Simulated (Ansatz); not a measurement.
Ansatz (a program for electronic structure) input (B3LYP-D3(BJ)/def2-TZVP):

Ansatz 0.2 input:
```yaml
crystal:
  periodic: [false, false, false]
  atoms:
    - {symbol: C, position_ang: [-1.22816544, -0.29876083, 1.31132917]}
    - {symbol: C, position_ang: [-0.70120989, -0.33617771, -0.12678135]}
    - {symbol: C, position_ang: [-1.04199170, 0.97527270, -0.84060954]}
    - {symbol: C, position_ang: [-1.33833065, -1.51023594, -0.87726181]}
    - {symbol: C, position_ang: [0.83448421, -0.54844468, -0.11734888]}
    - {symbol: C, position_ang: [1.60370103, 0.48894394, 0.57460521]}
    - {symbol: C, position_ang: [2.52145517, 1.38723757, 0.34344096]}
    - {symbol: H, position_ang: [-0.99297937, -1.22556584, 1.83985950]}
    - {symbol: H, position_ang: [-0.78453994, 0.52740546, 1.86924280]}
    - {symbol: H, position_ang: [-2.31288118, -0.17260610, 1.31972479]}
    - {symbol: H, position_ang: [-2.12326194, 1.12410182, -0.87259641]}
    - {symbol: H, position_ang: [-0.59577313, 1.82948164, -0.33004483]}
    - {symbol: H, position_ang: [-0.67323926, 0.96858380, -1.86922338]}
    - {symbol: H, position_ang: [-2.42456597, -1.40388079, -0.90836914]}
    - {symbol: H, position_ang: [-1.10828119, -2.46058297, -0.38993316]}
    - {symbol: H, position_ang: [-0.97741711, -1.56306067, -1.90703791]}
    - {symbol: H, position_ang: [1.04689746, -1.52074126, 0.34020614]}
    - {symbol: H, position_ang: [1.18952846, -0.61213967, -1.15900952]}
    - {symbol: H, position_ang: [2.90870032, 2.04179652, 1.11768995]}
    - {symbol: H, position_ang: [2.94815669, 1.52019792, -0.65475142]}
basis:
  gaussian:
    orbitals: def2-TZVP
hamiltonian:
  xc: b3lyp
  dispersion: d3bj
magnetization: {spin_polarized: true, initial_magnetization: 1}
phonons: {temperatures: {t_min: 298.15, t_max: 298.15, t_step: 100}}
```

Output:

```
Functional definition: B3LYP
integrals: 0.29 GiB planned
1832 factors; their error is unknown
0.41 GiB of the device are held for the grids
2.03 GiB of device memory are held for the factors and their scratch space
mean field: 2.54 GiB planned
mean field evaluation 1: about -7453.1574 eV, gradient 6.3e1 eV
mean field evaluation 2: about -7439.9376 eV, gradient 7.9e1 eV
mean field evaluation 4: about -7471.8426 eV, gradient 6.3e0 eV
mean field evaluation 8: about -7472.0217 eV, gradient 1.6e-1 eV
mean field evaluation 16: about -7471.9772 eV, gradient 8.7e-3 eV
mean field -7471.97718467 eV, -274.5900968486 hartree, gradient 2.0e-5 eV, S^2 0.758366; 0 other end points of the search recorded, 0 dependent functions left out
the calculation of the forces begins
reference -7471.97753112 eV, -274.5901095802 hartree; 28, 27 occupied and 267, 268 virtual orbitals, 1832 factors
these checks for a lower state are left out or cut short: stability, starts, cluster_reference, orbital_swaps, neighbouring_geometries, increment
integrals: 0.29 GiB planned
1832 factors; their error is unknown
0.41 GiB of the device are held for the grids
2.03 GiB of device memory are held for the factors and their scratch space
mean field: 2.54 GiB planned
mean field -7471.97696627 eV, -274.5900888226 hartree, gradient 2.9e-6 eV, S^2 0.758366; 0 other end points of the search recorded, 0 dependent functions left out
the calculation of the forces begins
reference -7471.97731274 eV, -274.5901015550 hartree; 28, 27 occupied and 267, 268 virtual orbitals, 1832 factors
these checks for a lower state are left out or cut short: stability, starts, cluster_reference, orbital_swaps, neighbouring_geometries, increment
integrals: 0.29 GiB planned
1832 factors; their error is unknown
0.41 GiB of the device are held for the grids
2.03 GiB of device memory are held for the factors and their scratch space
mean field: 2.54 GiB planned
mean field evaluation 32: about -7472.0218 eV, gradient 7.2e-4 eV
mean field -7471.97706356 eV, -274.5900923977 hartree, gradient 2.9e-6 eV, S^2 0.758366; 0 other end points of the search recorded, 0 dependent functions left out
the calculation of the forces begins
reference -7471.97740998 eV, -274.5901051285 hartree; 28, 27 occupied and 267, 268 virtual orbitals, 1832 factors
these checks for a lower state are left out or cut short: stability, starts, cluster_reference, orbital_swaps, neighbouring_geometries, increment
integrals: 0.29 GiB planned
1832 factors; their error is unknown
0.41 GiB of the device are held for the grids
2.03 GiB of device memory are held for the factors and their scratch space
mean field: 2.54 GiB planned
mean field -7471.97700372 eV, -274.5900901987 hartree, gradient 2.9e-6 eV, S^2 0.758366; 0 other end points of the search recorded, 0 dependent functions left out
the calculation of the forces begins
reference -7471.97735016 eV, -274.5901029304 hartree; 28, 27 occupied and 267, 268 virtual orbitals, 1832 factors
these checks for a lower state are left out or cut short: stability, starts, cluster_reference, orbital_swaps, neighbouring_geometries, increment
integrals: 0.29 GiB planned
1832 factors; their error is unknown
0.41 GiB of the device are held for the grids
2.03 GiB of device memory are held for the factors and their scratch space
mean field: 2.54 GiB planned
mean field -7471.97701789 eV, -274.5900907194 hartree, gradient 2.9e-6 eV, S^2 0.758367; 0 other end points of the search recorded, 0 dependent functions left out
[...]
1832 factors; their error is unknown
0.41 GiB of the device are held for the grids
2.03 GiB of device memory are held for the factors and their scratch space
mean field: 2.54 GiB planned
mean field evaluation 800: about -7471.9772 eV, gradient 2.9e-6 eV
mean field -7471.97715621 eV, -274.5900958026 hartree, gradient 2.9e-6 eV, S^2 0.758370; 0 other end points of the search recorded, 0 dependent functions left out
the calculation of the forces begins
reference -7471.97750270 eV, -274.5901085358 hartree; 28, 27 occupied and 267, 268 virtual orbitals, 1832 factors
these checks for a lower state are left out or cut short: stability, starts, cluster_reference, orbital_swaps, neighbouring_geometries, increment
integrals: 0.29 GiB planned
1832 factors; their error is unknown
0.41 GiB of the device are held for the grids
2.03 GiB of device memory are held for the factors and their scratch space
mean field: 2.54 GiB planned
mean field -7471.97712583 eV, -274.5900946862 hartree, gradient 2.9e-6 eV, S^2 0.758362; 0 other end points of the search recorded, 0 dependent functions left out
the calculation of the forces begins
reference -7471.97747223 eV, -274.5901074162 hartree; 28, 27 occupied and 267, 268 virtual orbitals, 1832 factors
these checks for a lower state are left out or cut short: stability, starts, cluster_reference, orbital_swaps, neighbouring_geometries, increment
integrals: 0.29 GiB planned
1832 factors; their error is unknown
0.41 GiB of the device are held for the grids
2.03 GiB of device memory are held for the factors and their scratch space
mean field: 2.54 GiB planned
mean field -7471.97713226 eV, -274.5900949225 hartree, gradient 2.9e-6 eV, S^2 0.758367; 0 other end points of the search recorded, 0 dependent functions left out
the calculation of the forces begins
reference -7471.97747876 eV, -274.5901076561 hartree; 28, 27 occupied and 267, 268 virtual orbitals, 1832 factors
these checks for a lower state are left out or cut short: stability, starts, cluster_reference, orbital_swaps, neighbouring_geometries, increment
integrals: 0.29 GiB planned
1832 factors; their error is unknown
0.41 GiB of the device are held for the grids
2.03 GiB of device memory are held for the factors and their scratch space
mean field: 2.54 GiB planned
mean field -7471.97711561 eV, -274.5900943107 hartree, gradient 2.9e-6 eV, S^2 0.758365; 0 other end points of the search recorded, 0 dependent functions left out
the calculation of the forces begins
reference -7471.97746200 eV, -274.5901070403 hartree; 28, 27 occupied and 267, 268 virtual orbitals, 1832 factors
these checks for a lower state are left out or cut short: stability, starts, cluster_reference, orbital_swaps, neighbouring_geometries, increment
integrals: 0.29 GiB planned
1832 factors; their error is unknown
0.41 GiB of the device are held for the grids
2.03 GiB of device memory are held for the factors and their scratch space
mean field: 2.54 GiB planned
mean field -7471.97719364 eV, -274.5900971781 hartree, gradient 2.9e-6 eV, S^2 0.758373; 0 other end points of the search recorded, 0 dependent functions left out
the calculation of the forces begins
reference -7471.97754012 eV, -274.5901099111 hartree; 28, 27 occupied and 267, 268 virtual orbitals, 1832 factors
these checks for a lower state are left out or cut short: stability, starts, cluster_reference, orbital_swaps, neighbouring_geometries, increment
integrals: 0.29 GiB planned
1832 factors; their error is unknown
0.41 GiB of the device are held for the grids
2.03 GiB of device memory are held for the factors and their scratch space
mean field: 2.54 GiB planned
mean field evaluation 832: about -7471.9771 eV, gradient 6.6e-4 eV
mean field -7471.97713168 eV, -274.5900949013 hartree, gradient 2.9e-6 eV, S^2 0.758360; 0 other end points of the search recorded, 0 dependent functions left out
the calculation of the forces begins
reference -7471.97747809 eV, -274.5901076315 hartree; 28, 27 occupied and 267, 268 virtual orbitals, 1832 factors
these checks for a lower state are left out or cut short: stability, starts, cluster_reference, orbital_swaps, neighbouring_geometries, increment
integrals: 0.29 GiB planned
1832 factors; their error is unknown
0.41 GiB of the device are held for the grids
2.03 GiB of device memory are held for the factors and their scratch space
mean field: 2.54 GiB planned
mean field -7471.97719222 eV, -274.5900971259 hartree, gradient 2.9e-6 eV, S^2 0.758370; 0 other end points of the search recorded, 0 dependent functions left out
the calculation of the forces begins
reference -7471.97753869 eV, -274.5901098585 hartree; 28, 27 occupied and 267, 268 virtual orbitals, 1832 factors
these checks for a lower state are left out or cut short: stability, starts, cluster_reference, orbital_swaps, neighbouring_geometries, increment
integrals: 0.29 GiB planned
1832 factors; their error is unknown
0.41 GiB of the device are held for the grids
2.03 GiB of device memory are held for the factors and their scratch space
mean field: 2.54 GiB planned
mean field -7471.97715537 eV, -274.5900957718 hartree, gradient 2.9e-6 eV, S^2 0.758363; 0 other end points of the search recorded, 0 dependent functions left out
the calculation of the forces begins
reference -7471.97750179 eV, -274.5901085025 hartree; 28, 27 occupied and 267, 268 virtual orbitals, 1832 factors
these checks for a lower state are left out or cut short: stability, starts, cluster_reference, orbital_swaps, neighbouring_geometries, increment
integrals: 0.29 GiB planned
1832 factors; their error is unknown
0.41 GiB of the device are held for the grids
2.03 GiB of device memory are held for the factors and their scratch space
mean field: 2.54 GiB planned
mean field -7471.97709595 eV, -274.5900935882 hartree, gradient 2.9e-6 eV, S^2 0.758360; 0 other end points of the search recorded, 0 dependent functions left out
the calculation of the forces begins
reference -7471.97744235 eV, -274.5901063182 hartree; 28, 27 occupied and 267, 268 virtual orbitals, 1832 factors
these checks for a lower state are left out or cut short: stability, starts, cluster_reference, orbital_swaps, neighbouring_geometries, increment
integrals: 0.29 GiB planned
1832 factors; their error is unknown
0.41 GiB of the device are held for the grids
2.03 GiB of device memory are held for the factors and their scratch space
mean field: 2.54 GiB planned
mean field -7471.97710410 eV, -274.5900938875 hartree, gradient 2.9e-6 eV, S^2 0.758373; 0 other end points of the search recorded, 0 dependent functions left out
the calculation of the forces begins
reference -7471.97745058 eV, -274.5901066207 hartree; 28, 27 occupied and 267, 268 virtual orbitals, 1832 factors
Total energy: -7472.78766846 eV, -274.6198815786 hartree
Atom 0 at    -1.228165    -0.298761     1.311329 Å, force     0.000211    -0.000091     0.000188 eV/Å
Atom 1 at    -0.701210    -0.336178    -0.126781 Å, force    -0.000276    -0.000324     0.000501 eV/Å
Atom 2 at    -1.041992     0.975273    -0.840610 Å, force    -0.000229     0.000076    -0.000023 eV/Å
Atom 3 at    -1.338331    -1.510236    -0.877262 Å, force    -0.000049     0.000374    -0.000588 eV/Å
Atom 4 at     0.834484    -0.548445    -0.117349 Å, force     0.000776     0.000541     0.000252 eV/Å
Atom 5 at     1.603701     0.488944     0.574605 Å, force    -0.001222    -0.000672     0.000763 eV/Å
Atom 6 at     2.521455     1.387238     0.343441 Å, force     0.000277     0.000108    -0.000715 eV/Å
Atom 7 at    -0.992979    -1.225566     1.839859 Å, force     0.000118     0.000002    -0.000124 eV/Å
Atom 8 at    -0.784540     0.527405     1.869243 Å, force    -0.000236    -0.000170    -0.000336 eV/Å
Atom 9 at    -2.312881    -0.172606     1.319725 Å, force     0.000046     0.000053     0.000092 eV/Å
Atom 10 at    -2.123262     1.124102    -0.872596 Å, force    -0.000098    -0.000079     0.000074 eV/Å
Atom 11 at    -0.595773     1.829482    -0.330045 Å, force     0.000071     0.000069    -0.000089 eV/Å
Atom 12 at    -0.673239     0.968584    -1.869223 Å, force     0.000173     0.000207    -0.000027 eV/Å
Atom 13 at    -2.424566    -1.403881    -0.908369 Å, force     0.000049     0.000076     0.000055 eV/Å
Atom 14 at    -1.108281    -2.460583    -0.389933 Å, force    -0.000064    -0.000085     0.000012 eV/Å
Atom 15 at    -0.977417    -1.563061    -1.907038 Å, force     0.000097    -0.000072     0.000177 eV/Å
Atom 16 at     1.046897    -1.520741     0.340206 Å, force     0.000024     0.000226     0.000024 eV/Å
Atom 17 at     1.189528    -0.612140    -1.159010 Å, force    -0.000003    -0.000395    -0.000111 eV/Å
Atom 18 at     2.908700     2.041797     1.117690 Å, force     0.000079     0.000093     0.000073 eV/Å
Atom 19 at     2.948157     1.520198    -0.654751 Å, force     0.000256     0.000063    -0.000198 eV/Å
Dipole moment:    -0.071149    -0.077120    -0.129707 e Å
Vibrations: 76.44 89.50 209.52 228.50 269.54 271.01 303.51 331.52 347.06 406.23 411.96 442.40 562.54 752.64 868.61 889.87 896.86 938.25 943.76 955.17 966.61 1011.39 1055.53 1076.93 1183.96 1227.06 1264.23 1301.40 1331.58 1401.48 1402.88 1419.20 1431.80 1450.17 1481.11 1487.28 1488.95 1505.59 1506.49 1517.96 1741.85 2934.20 3021.95 3023.34 3024.70 3028.92 3032.30 3082.48 3085.10 3086.52 3091.59 3095.59 3103.02 3148.81 cm⁻¹, zero-point energy 4.848207 eV
```

It need not be the lowest isomer of its formula.
